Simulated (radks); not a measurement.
The gold ion Au4+, configuration [Xe] 4f14 5d7.

Calculated with a radial shooting solver on a logarithmic mesh with Libxc functionals: Dirac Kohn-Sham, XLYP, spin-unpolarised, spherical densities, finite nucleus; open shells are shared between the two j in proportion to 2j + 1; Fermi nuclear charge, rms radius 5.4371 fm.

Energy parts (hartree):
total: -19041.7485
kinetic: 21862.4658
electron-nucleus: -47803.5775
Hartree: 7265.1069
exchange-correlation: -365.7436

Orbitals (lengths in bohr, moments of r in powers of bohr; r(max) is where P^2 peaks; r(90%) holds 90 % of the orbital's charge):
\begin{tabular}{lrrrrrr}
orbital & occ. & eigenvalue (hartree) & <r> & r(max) & <1/r> & r(90%) \\ \hline
1s1/2 & 2 & -2964.766 & 0.01687 & 0.01042 & 95.69 & 0.0308 \\
2s1/2 & 2 & -524.3305 & 0.07046 & 0.06039 & 23.52 & 0.110 \\
2p1/2 & 2 & -503.0565 & 0.05798 & 0.04445 & 23.49 & 0.0967 \\
2p3/2 & 4 & -435.5780 & 0.06653 & 0.05183 & 19.14 & 0.108 \\
3s1/2 & 2 & -125.2219 & 0.1833 & 0.1699 & 8.634 & 0.270 \\
3p1/2 & 2 & -115.6176 & 0.1736 & 0.1586 & 8.550 & 0.261 \\
3p3/2 & 4 & -100.7275 & 0.1892 & 0.1735 & 7.416 & 0.283 \\
3d3/2 & 4 & -84.71751 & 0.1648 & 0.1352 & 7.315 & 0.256 \\
3d5/2 & 6 & -81.51672 & 0.1696 & 0.1393 & 7.056 & 0.263 \\
4s1/2 & 2 & -28.68658 & 0.4069 & 0.3832 & 3.654 & 0.584 \\
4p1/2 & 2 & -24.58353 & 0.4093 & 0.3813 & 3.545 & 0.595 \\
4p3/2 & 4 & -21.01130 & 0.4434 & 0.4122 & 3.151 & 0.643 \\
4d3/2 & 4 & -14.28298 & 0.4519 & 0.4051 & 2.948 & 0.675 \\
4d5/2 & 6 & -13.61764 & 0.4630 & 0.4146 & 2.857 & 0.691 \\
4f5/2 & 6 & -4.98761 & 0.4944 & 0.3731 & 2.483 & 0.794 \\
4f7/2 & 8 & -4.84725 & 0.5013 & 0.3777 & 2.447 & 0.805 \\
5s1/2 & 2 & -5.88167 & 0.9214 & 0.8472 & 1.488 & 1.31 \\
5p1/2 & 2 & -4.53634 & 0.9908 & 0.8938 & 1.366 & 1.43 \\
5p3/2 & 4 & -3.90919 & 1.081 & 0.9716 & 1.226 & 1.56 \\
5d3/2 & 2.8 & -2.05853 & 1.366 & 1.151 & 0.9532 & 2.04 \\
5d5/2 & 4.2 & -1.98532 & 1.405 & 1.183 & 0.9232 & 2.10 \\
\end{tabular}

The highest occupied level is 5d5/2 at -54.023 eV. For comparison, the ionisation energy in NIST's Atomic Spectra Database is 60 eV (theoretical). In exact Kohn-Sham theory the highest level is minus the ionisation energy, but local and semilocal functionals leave it too shallow, through self-interaction and a potential that decays too fast; potentials with the right tail come closer. Summed over all electrons, <r^2> = 33.89 bohr^2, which gives a Langevin (diamagnetic) susceptibility term of -26.8 x 10^-6 cm^3/mol. The electron density at the nucleus is 2.145e+06 e/bohr^3.

Beside tabulated values, note that spin-unpolarised runs miss the spin-polarisation part of the exchange energy of open shells.
